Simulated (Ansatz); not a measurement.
Program: Ansatz. Geometries: PBE0-D4/def2-TZVP. ΔE: electronic, gas phase. CCSD(T)/CBS is the MP2 limit (def2-TZVPP, def2-QZVPP) plus CCSD(T) − MP2 in def2-TZVPP, frozen cores. This one scheme is used for every species. def2 core potentials past Kr. For Zr outer-core shells are correlated without core-valence functions, which leaves a few kJ/mol of doubt a bond. One conformer a species, not always the lowest.

Consider the ligand exchange at a Zr–S bond: `[OH][Zr]([OH])([F])[SH]` + H–F → `[OH][Zr]([OH])([F])[F]` + H₂S.

```csv
species,CCSD(T)/CBS(def2) energy (Eh)
`[OH][Zr]([OH])([F])[SH]`,-696.97262
H–F,-100.39570
`[OH][Zr]([OH])([F])[F]`,-398.42548
H₂S,-398.97279
```

(1) Work out ΔE.

Largest T1 diagnostic among the species: 0.017.

Results:

(1) ΔE = (-398.42548) + (-398.97279) − (-696.97262) − (-100.39570) = -0.02995 Eh = -18.8 kcal/mol.

From PBE to PBE0 (25 % exact exchange), in def2-TZVPP and without D4, ΔE moves by +0.8 kcal/mol. In def2-TZVPP, CCSD(T) changes the Hartree–Fock value by +4.0 kcal/mol (the triples alone add +1.0 kcal/mol) and MP2 by +5.2 kcal/mol. The D4 term adds +1.6 kcal/mol with B3LYP and +0.9 kcal/mol with PBE0; it sums over pairs of atoms, weighted by their polarisabilities, and B3LYP, whose exchange is more repulsive, gets the larger term.

B3LYP here is the variant with VWN-RPA as its local correlation; programs differ in this.
